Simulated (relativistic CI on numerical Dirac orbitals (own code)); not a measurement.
# Nb²⁺: 4p photoemission

Computed with this model: Dirac-Coulomb-Breit CI, separate exchange-only KLI orbitals for each configuration, a model potential for QED, multiplet model of photoemission in the sudden approximation, unscaled Slater integrals; configurations [Kr] 4d3 → [Ar] 3d10 4s2 4p5 4d3; 80 K; Lorentzian 1.2 eV and Gaussian 0.6 eV FWHM. Energies are those of the free ion, without screening or charge transfer. The energies are binding energies and can lie tens of eV above those of solids. S is read from ⟨S²⟩ = S(S + 1).

Field parameters in Wybourne normalisation: Td as Oh with Dq negative (B⁴₀ = 21Dq, B⁴₄ = √(5/14) B⁴₀). The field is a parameter set, without covalency.

free ion: ground-state S = 1.50, centroid 58.85 eV. Peaks (eV, height): 55.2 (100), 57.0 (94), 59.2 (38), 64.0 (11), 69.2 (27), 72.0 (21).

Td, 10Dq = -2100 cm⁻¹: ground-state S = 1.50, centroid 58.86 eV. Peaks (eV, height): 55.2 (100), 56.8 (87), 59.4 (39), 64.4 (11), 69.2 (26), 72.0 (18).

Td, 10Dq = -9450 cm⁻¹: ground-state S = 1.49, centroid 58.88 eV. Peaks (eV, height): 55.2 (100), 59.6 (38), 65.2 (11), 69.8 (26), 72.6 (11).

Td, 10Dq = -13150 cm⁻¹: ground-state S = 1.30, centroid 58.92 eV. Peaks (eV, height): 55.6 (100), 65.6 (12), 70.2 (22), 73.0 (9).

Td, 10Dq = -16850 cm⁻¹: ground-state S = 0.56, centroid 59.08 eV. Peaks (eV, height): 56.4 (100), 65.6 (10), 67.0 (9), 70.6 (7).

Strongest unbroadened transitions for Td, 10Dq = -9450 cm⁻¹:

```tsv
Energy (eV)	Relative strength
54.45	41.6
54.63	100.0
54.94	34.2
54.95	48.3
54.99	18.3
55.30	33.6
55.50	27.4
55.63	41.5
55.69	41.3
55.81	20.5
56.51	26.8
56.70	21.2
56.78	19.3
57.06	33.6
57.67	19.2
57.72	22.5
69.90	30.3
69.96	20.7
```
